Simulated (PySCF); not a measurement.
## Silver: a sound run and one with changed settings

Sound run: Ag⁺ [Kr] 4d10, Ag²⁺ [Kr] 4d9. All numbers are calculated (PySCF 2.14, scalar relativity through the core potential, in aug-cc-pVDZ-PP with ECP28MDF (5s5p4d2f, 54 functions)). In the sound run the correlated levels freeze 4s2 4p6 outside the core potential. The sound run starts from symmetry-adapted Hartree-Fock orbitals and uses a fine grid where one is needed.

Changed run: initial guess minao, at most 50 SCF cycles.

```tsv
species	method	sound run (hartree)	changed run (hartree)	converged
Ag⁺	UHF	-145.82053	-145.82053	yes
Ag⁺	BP86	-146.72454	-146.72454	yes
Ag⁺	r2SCAN	-146.66841	-146.66841	yes
Ag⁺	MP2	-146.11596	-146.11596	yes
Ag²⁺	UHF	-145.09545	-145.09540	yes
Ag²⁺	BP86	-145.92163	-145.91425	no
Ag²⁺	r2SCAN	-145.87674	-145.87810	yes
Ag²⁺	MP2	-145.32010	-145.32010	yes
```

Ionisation energy of Ag⁺:

| method | sound run (eV) | changed run (eV) |
| --- | --- | --- |
| UHF | 19.730 | 19.732 |
| r2SCAN | 21.542 | 21.506 |
| MP2 | 21.656 | 21.656 |
| SCS-MP2 | 21.457 | 21.456 |

Where the changed run lies lower, it found another determinant of the same configuration, with other orbitals of the open shell filled.

For comparison, NIST gives 21.484 eV between the lowest levels.
